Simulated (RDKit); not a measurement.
RDKit input (UFF):

```python
from rdkit import Chem
from rdkit.Chem import AllChem, rdDetermineBonds

mol = Chem.MolFromXYZFile('mol.xyz')
rdDetermineBonds.DetermineBonds(mol, charge=0)
print('SMILES', Chem.MolToSmiles(Chem.RemoveHs(mol)))
ff = AllChem.UFFGetMoleculeForceField(mol)
e0 = ff.CalcEnergy()
flag = ff.Minimize(maxIts=5000, forceTol=1e-5)
print(f'energy {e0:.4f} -> {ff.CalcEnergy():.4f} kcal/mol, converged: {flag == 0}')
print(Chem.MolToXYZBlock(mol))
```
mol.xyz:
```
4

As     0.00033700     0.00016000     0.07075400
H     -0.77588200    -1.00630300    -0.77234000
H     -0.48757000     1.16924800    -0.77864200
H      1.25234300    -0.16823600    -0.78388900
```

Output:

```
SMILES [AsH3]
energy 0.7902 -> 0.0000 kcal/mol, converged: True
4

As     0.000408    0.000194    0.085814
H     -0.795994   -1.032448   -0.777205
H     -0.500181    1.199700   -0.783671
H      1.284995   -0.172578   -0.789055
```

The geometry given is a B3LYP-D3(BJ)/def2-TZVP minimum.
